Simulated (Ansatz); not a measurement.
Ansatz (a quantum-chemistry and plane-wave program) input (MP2/6-31G* with LANL2DZ past Ar): The .json file joins the Basis Set Exchange's 6-31G* for atoms up to Ar and LANL2DZ past it.

Ansatz 0.2 input:
```yaml
crystal:
  periodic: [false, false, false]
  atoms:
    - {symbol: C, position_ang: [-0.00000000, -0.00000000, -1.83145500]}
    - {symbol: I, position_ang: [0.00000000, 0.00000000, 0.20733500]}
basis:
  gaussian:
    orbitals: 6-31Gs+LANL2DZ.json
magnetization: {spin_polarized: true, initial_magnetization: 1}
correlation: {method: mp2, electrons: outside_noble_gas}
relax: {f_tol: 0.003, max_steps: 120}
```

Output:

```
Functional definition: HF
these checks for a lower state are left out or cut short: cluster_reference
integrals: 0.00 GiB planned
291 factors; integrals over basis functions are off by at most 3.0e-4 eV
mean field: 0.04 GiB planned
mean field evaluation 1: about -1328.8425 eV, gradient 8.3e0 eV
mean field evaluation 2: about -1328.8440 eV, gradient 8.3e0 eV
mean field evaluation 4: about -1329.5020 eV, gradient 1.7e0 eV
mean field evaluation 8: about -1329.5638 eV, gradient 4.0e-3 eV
mean field evaluation 16: about -1329.5758 eV, gradient 7.2e-4 eV
mean field evaluation 32: about -1329.5640 eV, gradient 9.6e-3 eV
mean field evaluation 64: about -1327.3544 eV, gradient 5.9e-2 eV
mean field evaluation 96: about -1329.5638 eV, gradient 1.0e-5 eV
mean field -1329.57575647 eV, -48.8610078315 hartree, gradient 3.4e-6 eV, S^2 0.897523; 11 other end points of the search recorded, 0 dependent functions left out
1 core orbitals not correlated
reference -1329.57575647 eV, -48.8610078315 hartree; 6, 5 occupied and 16, 17 virtual orbitals, 291 factors
densities: 0.04 GiB planned
second order -2.78248901 eV of doubles, -0.00000000 eV of singles
the calculation of the forces begins
relax step   1: F+E_penalty+E_count = -1332.35824548 eV  Δ(F+E_penalty+E_count) = +0.000e0 eV  max|allowed force component| = 7.389e-1 eV/Å  Δτ_max = 0.0000 Å  (404 SCF iters, accepted)
these checks for a lower state are left out or cut short: starts, cluster_reference, orbital_swaps, neighbouring_geometries, increment
integrals: 0.00 GiB planned
291 factors; integrals over basis functions are off by at most 3.2e-4 eV
mean field: 0.04 GiB planned
mean field -1329.61087534 eV, -48.8622984262 hartree, gradient 1.7e-6 eV, S^2 0.888238; 0 other end points of the search recorded, 0 dependent functions left out
1 core orbitals not correlated
reference -1329.61087534 eV, -48.8622984262 hartree; 6, 5 occupied and 16, 17 virtual orbitals, 291 factors
densities: 0.04 GiB planned
second order -2.76509366 eV of doubles, -0.00000000 eV of singles
the calculation of the forces begins
relax step   2: F+E_penalty+E_count = -1332.37596900 eV  Δ(F+E_penalty+E_count) = -1.772e-2 eV  max|allowed force component| = 1.158e-1 eV/Å  Δτ_max = 0.0211 Å  (48 SCF iters, accepted)
these checks for a lower state are left out or cut short: starts, cluster_reference, orbital_swaps, neighbouring_geometries, increment
integrals: 0.00 GiB planned
291 factors; integrals over basis functions are off by at most 3.3e-4 eV
mean field: 0.04 GiB planned
mean field -1329.61472770 eV, -48.8624399977 hartree, gradient 1.6e-6 eV, S^2 0.886420; 0 other end points of the search recorded, 0 dependent functions left out
1 core orbitals not correlated
reference -1329.61472770 eV, -48.8624399977 hartree; 6, 5 occupied and 16, 17 virtual orbitals, 291 factors
densities: 0.04 GiB planned
second order -2.76173839 eV of doubles, -0.00000000 eV of singles
the calculation of the forces begins
relax step   3: F+E_penalty+E_count = -1332.37646609 eV  Δ(F+E_penalty+E_count) = -4.971e-4 eV  max|allowed force component| = 2.975e-4 eV/Å  Δτ_max = 0.0043 Å  (46 SCF iters, accepted)
these checks for a lower state are left out or cut short: cluster_reference
integrals: 0.00 GiB planned
291 factors; integrals over basis functions are off by at most 3.3e-4 eV
mean field: 0.04 GiB planned
mean field evaluation 128: about -1328.8252 eV, gradient 8.7e0 eV
mean field evaluation 160: about -1326.6730 eV, gradient 1.4e1 eV
mean field evaluation 192: about -1327.5984 eV, gradient 4.5e0 eV
mean field evaluation 224: about -1328.6405 eV, gradient 7.4e0 eV
mean field -1329.61472770 eV, -48.8624399977 hartree, gradient 1.6e-6 eV, S^2 0.886420; 14 other end points of the search recorded, 0 dependent functions left out
1 core orbitals not correlated
reference -1329.61472770 eV, -48.8624399977 hartree; 6, 5 occupied and 16, 17 virtual orbitals, 291 factors
densities: 0.04 GiB planned
second order -2.76173839 eV of doubles, -0.00000000 eV of singles
the calculation of the forces begins
Total energy: -1332.37646609 eV, -48.9639320116 hartree
Atom 0 at    -0.000000     0.000000    -1.856898 Å, force    -0.000001     0.000000    -0.000298 eV/Å
Atom 1 at     0.000000    -0.000000     0.232778 Å, force     0.000001    -0.000000     0.000298 eV/Å
Dipole moment:    -0.027101    -0.000000     0.292479 e Å
Checks for a lower state left out: cluster_reference
```

The geometry given is a B3LYP-D3(BJ)/def2-TZVP minimum.

The determinant is spin-contaminated: <S^2> is 0.89 against 0.75 for a pure state.
